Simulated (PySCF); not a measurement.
Sb(Cl)(TeH)2 (ClH₂SbTe₂), SMILES [Cl][Sb]([TeH])[TeH]. Atoms are numbered in the order given.

```xyz
6

Sb     0.6940    -0.9055     0.0000
Cl    -1.1025    -2.5291     0.0000
Te    -0.1700     0.8601    -1.9970
H      0.5173    -0.1374    -3.1508
Te    -0.1700     0.8601     1.9970
H      0.5173    -0.1374     3.1508
```

The structure is a stationary point at B3LYP-D3(BJ)/def2-SVP. The geometry has at least one imaginary mode, so it is a saddle point at that level. The def2 effective core potentials stand for the cores of Sb, Te; spin–orbit coupling is left out.

Level of theory: TDDFT-PBE/def2-SVPD run with PySCF 2.14.0.

Vertical excitations. The molecule is in vacuum. State labels are in the subgroup Cs.

Q: Estimate the UV-visible absorptions. (The exact figures need the calculation; the answer reports its results.)

A: 
```
state  symmetry  energy (eV)  λ (nm)      f                            main pairs
-----  --------  -----------  ------  -----  ------------------------------------
S1           A"         2.85     435  0.006                        HOMO→LUMO 92 %
S2           A'         2.87     432  0.003                      HOMO→LUMO+1 93 %
S3           A"         3.22     385  0.001  HOMO−1→LUMO+1 80 %, HOMO→LUMO+2 14 %
S4           A'         3.22     385  0.004                      HOMO−1→LUMO 89 %
S5           A"         3.32     374  0.022  HOMO→LUMO+2 78 %, HOMO−1→LUMO+1 15 %
S6           A'         3.64     340  0.006  HOMO−1→LUMO+2 78 %, HOMO−2→LUMO 15 %
S7           A"         3.85     322  0.000                      HOMO→LUMO+3 98 %
S8           A'         4.02     308  0.030  HOMO−2→LUMO 68 %, HOMO−3→LUMO+1 20 %
S9           A"         4.06     305  0.041  HOMO−2→LUMO+1 67 %, HOMO−3→LUMO 26 %
S10          A'         4.15     299  0.007                    HOMO−1→LUMO+3 96 %
T1           A"         2.60     478      0                        HOMO→LUMO 96 %
T2           A'         2.66     466      0                      HOMO→LUMO+1 92 %
T3           A'         2.94     421      0                      HOMO−1→LUMO 92 %
T4           A"         2.97     418      0  HOMO−1→LUMO+1 64 %, HOMO→LUMO+2 32 %
```
Triplets are in the Tamm–Dancoff approximation, which puts them higher than full response would, so one can lie above its singlet here.
